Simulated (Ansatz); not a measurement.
Species: CH3Te, net charge 0, doublet state. It need not be the lowest isomer of its formula. 
Structure (B3LYP-D3(BJ)/def2-TZVP (Ansatz, a program for electronic structure) minimum search):
```
C
H 1 1.0858
H 1 1.0858 2 111.46
H 1 1.0897 2 109.58 3 -121.46
Te 1 2.1607 2 109.81 4 -116.62
```
Charge 0, spin multiplicity 2.

Wanted: vertical ionisation energy (to the triplet state of charge +1; each state is the SCF solution reached for its spin), in eV. Valence correlation only, unless marked. UHF or UKS for open shells. No spin-orbit coupling. Frozen are the shells of the preceding noble gas and the d and f shells that filled before the atom's block. Past Kr the def2 sets carry scalar-relativistic core potentials. CBS(X,Y): correlation extrapolated as X^-3; Hartree-Fock from the larger set. [CCSD(T)-MP2]/basis is that difference in the basis named.

```tsv
level	program	vertical ionisation energy (eV)
HF/def2-TZVPPD	Ansatz	7.17
SVWN5/def2-TZVPD	Ansatz	8.36
```

Problem. What does RI-MP2/CBS(def2-TZVPPD,def2-QZVPPD)+[CCSD(T)-MP2]/def2-TZVPPD (Ansatz) give?

Solution. 8.22 eV
